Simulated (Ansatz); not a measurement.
CrO4 (SMILES [O]=[Cr-2](=[O])(=[O])=[O]), charge -2, singlet, at a GFN2-xTB geometry (such geometries of metal compounds can be far from the true shape) (a gas-phase anion, which may not be bound at this level); HF/6-31G* in Ansatz (a quantum-chemistry and plane-wave program).

The Ansatz input:
Ansatz 0.2 input:
```yaml
crystal:
  periodic: [false, false, false]
  atoms:
    - {symbol: Cr, position_ang: [0.00000000, 0.00000000, -0.00000000]}
    - {symbol: O, position_ang: [1.11911804, 0.63621091, -1.00629935]}
    - {symbol: O, position_ang: [0.74912909, -0.80537194, 1.20830855]}
    - {symbol: O, position_ang: [-0.95622851, -1.03167988, -0.83131917]}
    - {symbol: O, position_ang: [-0.91201863, 1.20084091, 0.62930997]}
basis:
  gaussian:
    orbitals: 6-31G*
hamiltonian:
  xc: hf
total_charge: -2
```

What the program printed (banner, timings and long lists left out):

```
Functional definition: HF
826 factors; integrals over basis functions are off by at most 7.0e-4 eV
mean field evaluation 1: about -36490.4394 eV, gradient 1.3e2 eV
mean field evaluation 2: about -36490.8817 eV, gradient 1.3e2 eV
mean field evaluation 4: about -36519.7544 eV, gradient 6.5e1 eV
mean field evaluation 8: about -36525.6390 eV, gradient 1.5e0 eV
mean field evaluation 16: about -36525.7047 eV, gradient 8.4e-4 eV
mean field evaluation 32: about -36497.5368 eV, gradient 2.6e1 eV
mean field evaluation 64: about -36518.1574 eV, gradient 1.7e0 eV
mean field evaluation 96: about -36498.0408 eV, gradient 9.0e0 eV
mean field -36525.70469612 eV, -1342.2948895707 hartree, gradient 1.8e-5 eV, S^2 0.000000; 0 other end points of the search recorded, 0 dependent functions left out
reference -36525.70469612 eV, -1342.2948895707 hartree; 29, 29 occupied and 67, 67 virtual orbitals, 826 factors
Total energy: -36525.70469612 eV, -1342.2948895707 hartree
```
